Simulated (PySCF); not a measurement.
Compound: C₈H₁₁P.
Bonds: C1–C2, C2–C3, C3–C4 (aromatic), C4–C5 (aromatic), C5–C6 (aromatic), C6–C7, C6–C8 (aromatic), C8–P9 (aromatic), C3–P9 (aromatic). Hydrogens: H10, H11, H12 on C1; H13, H14 on C2; H15 on C4; H16 on C5; H17, H18, H19 on C7; H20 on C8.

Computed with PySCF at PBE0/pcSseg-1, non-relativistic, on one gas-phase PBE0-D3(BJ)/def2-SVP geometry that isn't relaxed in the solvent. The solvent is an IEF-PCM continuum (van der Waals radii × 1.2). The model holds no explicit solvent molecules, cavitation or dispersion.

Gas phase at PBE0/pcSseg-1: HOMO -6.79 eV, LUMO -1.35 eV, dipole 1.82 D.

Task: What does the continuum do to the energy, the frontier levels and the dipole at PBE0/pcSseg-1 in cyclohexane and chloroform?

Result: 
| solvent | ε | E(solvent) − E(gas) (kcal/mol) | polarisation term (kcal/mol) | distortion of the solute (kcal/mol) | HOMO (eV) | LUMO (eV) | dipole (D) |
| --- | --- | --- | --- | --- | --- | --- | --- |
| cyclohexane | 2.017 | -1.27 | -1.35 | 0.08 | -6.80 | -1.36 | 2.12 |
| chloroform | 4.711 | -2.38 | -2.69 | 0.31 | -6.83 | -1.41 | 2.40 |

Polarisation term: ½ Σ q·V over the induced surface charges. Distortion: the rise of the solute's own energy as its density leaves the gas-phase optimum. From cyclohexane to chloroform the lowering changes by a factor 1.89, Onsager's factor (ε − 1)/(2ε + 1) by 1.76 and ε itself by 2.3.

Task: Which radius a makes the point-dipole formula ΔE = −[(ε − 1)/(2ε + 1)]·μ²/a³ give the value in chloroform, with the gas-phase dipole?

Result: μ = 0.718 au and |ΔE| = 0.00380 Eh give a = 1.93 Å; the farthest nucleus lies 4.31 Å from the centroid of the nuclei, so such a sphere wouldn't even hold the nuclei. The formula assumes a rigid point dipole at the centre of a sphere.

Task: Which Mulliken charges (PBE0/pcSseg-1) respond most in chloroform (means over atoms taken as equivalent)?

Result: 
```tsv
atoms	environment	gas (e)	solvent (e)	change
P9	phosphorus bonded to 2 C	+0.490	+0.442	-0.048
C6	substituted aromatic carbon	-0.263	-0.281	-0.018
H15	aromatic hydrogen	+0.091	+0.105	+0.014
H16	aromatic hydrogen	+0.080	+0.094	+0.014
H20	aromatic hydrogen	+0.118	+0.132	+0.014
C1	methyl carbon	-0.270	-0.280	-0.010
C4	aromatic CH carbon	+0.044	+0.037	-0.007
H17/H18/H19	methyl hydrogen	+0.130	+0.137	+0.007
H13/H14	methylene hydrogen	+0.127	+0.132	+0.005
C2	benzylic-type carbon	-0.173	-0.168	+0.005
C3	substituted aromatic carbon	-0.528	-0.532	-0.004
H10/H11/H12	methyl hydrogen	+0.118	+0.121	+0.003
```

Time: 42 s wall; peak memory 1.2 GiB. Hardware: an Arm Neoverse V1 with one thread, no GPU, shared host with 32 logical CPUs at a one-minute load of 18. This is the whole shielding run at PBE0/pcSseg-1 in chloroform, SCF included.

The values belong to the conformer `[CH3:1][CH2:2][c:3]1[cH:4][cH:5][c:6]([CH3:7])[cH:8][p:9]1`: C1–C2–C3–C4 -82°.
